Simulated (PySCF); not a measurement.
Job for PySCF: R-MP2/6-31G* on C2H3Cl (a complex).

```python
from pyscf import gto, scf, dft, mp
from pyscf.data.elements import chemcore

mol = gto.M(
    atom='''
    Cl   -0.11766468    0.53798936   -0.46653399
    H    -0.12369245    0.34362504    0.81057930
    C    -0.55196245   -0.41986734    3.03449595
    C     0.29428695    0.41822610    3.16158644
    H    -1.30329971   -1.16464839    2.92608398
    H     1.04564132    1.16172677    3.27835398
    ''',
    basis='6-31g*',
    cart=True,
    charge=0, spin=0, verbose=3, max_memory=1800)
mf = scf.RHF(mol)
mf.conv_tol = 1e-8
mf.max_cycle = 100
mf.kernel()
if not mf.converged:
    mf = mf.newton().run(mf.mo_coeff, mf.mo_occ)
pt = mp.MP2(mf, frozen=chemcore(mol)).run()
```

The log:

```
converged SCF energy = -536.87986623426
E(RMP2) = -537.263360200262  E_corr = -0.383493966001925
E(SCS-RMP2) = -537.258792320842  E_corr = -0.378926086581943
```

The calculation finished and met its thresholds.

Cost: very roughly 0.3 core-seconds.
